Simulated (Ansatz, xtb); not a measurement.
Bond stretch in HO4Re, SMILES [O]=[Re](=[O])(=[O])[OH]. The O5–H6 bond (O5 also carries Re; H6 carries nothing else) is varied alone, starting from the PBE0/def2-TZVP, def2 effective core potentials past Kr optimised geometry. Each curve is given relative to its own lowest point near equilibrium.

```json
[
 {"R / Å": "0.77", "A": "149.1", "B": "140.6", "C": "126.3"},
 {"R / Å": "0.84", "A": "50.1", "B": "44.6", "C": "37.5"},
 {"R / Å": "0.89", "A": "15.3", "B": "12.2", "C": "9.3"},
 {"R / Å": "0.93", "A": "2.7", "B": "1.4", "C": "0.7"},
 {"R / Å": "0.95", "A": "0.2", "B": "0.0", "C": "0.0"},
 {"R / Å": "0.97", "A": "0.0", "B": "0.8", "C": "1.2"},
 {"R / Å": "1.01", "A": "5.0", "B": "7.8", "C": "8.2"},
 {"R / Å": "1.07", "A": "22.8", "B": "28.7", "C": "27.4"},
 {"R / Å": "1.14", "A": "53.9", "B": "63.5", "C": "58.6"},
 {"R / Å": "1.25", "A": "114.1", "B": "129.7", "C": "117.6"},
 {"R / Å": "1.39", "A": "195.7", "B": "219.2", "C": "198.4"},
 {"R / Å": "1.55", "A": "282.6", "B": "315.9", "C": "287.3"},
 {"R / Å": "1.77", "A": "380.8", "B": "428.2", "C": "393.1"},
 {"R / Å": "1.99", "A": "453.4", "B": "490.9", "C": "475.9"},
 {"R / Å": "2.33", "A": "526.4", "B": "498.5", "C": "563.7"},
 {"R / Å": "2.79", "A": "569.1", "B": "493.4", "C": "—"}
]
```

Energies in kJ/mol.

Task: Assign the columns to these levels of theory: GFN1-xTB (xtb); restricted PBE/def2-TZVP, def2 effective core potentials past Kr (Ansatz, a quantum-chemistry and plane-wave program); Ansatz with unrestricted PBE0/def2-TZVP, def2 effective core potentials past Kr.

Result: A is RKS-PBE; B is UKS-PBE0; C is GFN1-xTB.

Dashes: no converged value, or the column stops at the first point that the program doubted or that broke a chosen test of continuity, which isn't proof of a fault.

The restricted form behind RKS-PBE keeps the bonding electrons paired and can't separate into open-shell fragments. The unrestricted determinant behind UKS-PBE0 is spin-contaminated at 1.77 to 2.79 Å (<S²> up to 1.0, against 0.00 for a pure singlet).
